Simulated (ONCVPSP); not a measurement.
## Scattering properties, ONCV potential for helium (He)

```json
{
  "Element": "He",
  "Generator": "ONCVPSP 4.0.1",
  "Type": "optimised norm-conserving Vanderbilt (ONCV)",
  "Functional": "PBE",
  "Relativity": "scalar-relativistic",
  "Frozen core": "none",
  "Valence charge": "2",
  "Reference configuration": "1s2",
  "Partial waves": "1s: rc 0.45 bohr, ncon 4, nbas 9, qcut 20.2 1/bohr, local; p scattering state at 0.38 Ha: rc 0.45 bohr, ncon 4, nbas 7, qcut 25.3 1/bohr, 2 projectors, debl 3.3 Ha",
  "Local potential": "the s channel",
  "Core correction": "none"
}
```

The phase is arctan(r·R′/R) of the radial function R(r), unwrapped; energies in Ha, scanned from -2 to 5 Ha. A pole is an energy at which the radial function vanishes at the test radius. The pseudo phase is shifted by a multiple of π to meet the all-electron one at the reference energy, and phase errors are pseudo minus all-electron; the curves can meet again beyond the range given. Levels narrower than the energy grid can be missing from the lists of poles.

```json
{"channel": "s", "radius (bohr)": "0.46", "reference energy (Ha)": "-0.58", "poles, all-electron": "none", "poles, pseudo": "none", "unbroken range about the reference energy with phases within 0.05 rad": "the whole range", "phase error 1 Ha above the reference energy (rad)": "+0.000"}
{"channel": "p", "radius (bohr)": "0.46", "reference energy (Ha)": "0.38", "poles, all-electron": "none", "poles, pseudo": "none", "unbroken range about the reference energy with phases within 0.05 rad": "the whole range", "phase error 1 Ha above the reference energy (rad)": "+0.000"}
```

Phases in the s channel:

```
E (Ha)  all-electron  pseudo
 -1.98        -0.495  -0.494
 -1.80        -0.522  -0.522
 -1.62        -0.549  -0.549
 -1.44        -0.576  -0.576
 -1.26        -0.603  -0.603
 -1.08        -0.628  -0.628
 -0.90        -0.654  -0.654
 -0.72        -0.679  -0.679
 -0.54        -0.703  -0.703
 -0.36        -0.727  -0.727
 -0.18        -0.750  -0.750
  0.00        -0.773  -0.773
  0.18        -0.795  -0.795
  0.36        -0.817  -0.817
  0.54        -0.838  -0.838
  0.72        -0.858  -0.858
  0.90        -0.878  -0.878
  1.08        -0.898  -0.898
  1.26        -0.917  -0.917
  1.44        -0.935  -0.935
  1.62        -0.954  -0.953
  1.80        -0.971  -0.971
  1.98        -0.988  -0.988
  2.16        -1.005  -1.004
  2.34        -1.021  -1.020
  2.52        -1.037  -1.036
  2.70        -1.052  -1.051
  2.88        -1.067  -1.066
  3.06        -1.081  -1.081
  3.24        -1.096  -1.095
  3.42        -1.109  -1.109
  3.60        -1.123  -1.122
  3.78        -1.136  -1.135
  3.96        -1.149  -1.147
  4.14        -1.161  -1.160
  4.32        -1.173  -1.172
  4.50        -1.185  -1.184
  4.68        -1.196  -1.195
  4.86        -1.208  -1.206
```
